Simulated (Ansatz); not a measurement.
```xyz
15

Cl   -1.6307    2.8097   -2.4365
Hf   -0.2533    0.9292   -2.4839
Cl   -1.1672   -0.8328   -3.7078
Cl    1.9184    1.4160   -3.1793
C    -0.0916    0.2258   -0.4353
C     0.6899   -0.9172   -0.2148
C     0.8561   -1.4417    1.0573
C     0.2400   -0.8291    2.1392
C    -0.5391    0.3035    1.9483
C    -0.7027    0.8248    0.6744
H     1.1838   -1.4169   -1.0459
H     1.4646   -2.3265    1.2063
H     0.3675   -1.2364    3.1359
H    -1.0195    0.7802    2.7954
H    -1.3162    1.7114    0.5468
```

The species carries charge 0 and has multiplicity 1. Hf takes the def2 core potential.

List the CAM-B3LYP/def2-TZVPP orbital energies in eV (the Gaussian-basis code of Ansatz). (Estimate.)

Computed: Occupied: -2764.53, -2764.44, -2764.44, -279.45, -279.38, -279.37, -279.26, -279.24, -278.74, -259.33, -259.24, -259.23, -198.31, -198.27, -198.27, -198.21, -198.21, -198.18, -198.18, -198.18, -198.18, -71.12, -39.49, -39.45, -39.23, -25.97, -24.56, -24.26, -24.21, -22.98, -22.73, -18.89, -18.60, -16.47, -14.56, -14.49, -13.74, -12.99, -12.55, -12.49, -12.12, -12.10, -11.59, -11.57, -11.45, -11.37, -11.05, -11.05, -10.74, -9.70, -8.93, -8.92. Lowest empty: -1.07, -0.57, -0.18, -0.02, 0.42, 0.57, 0.78, 1.47.
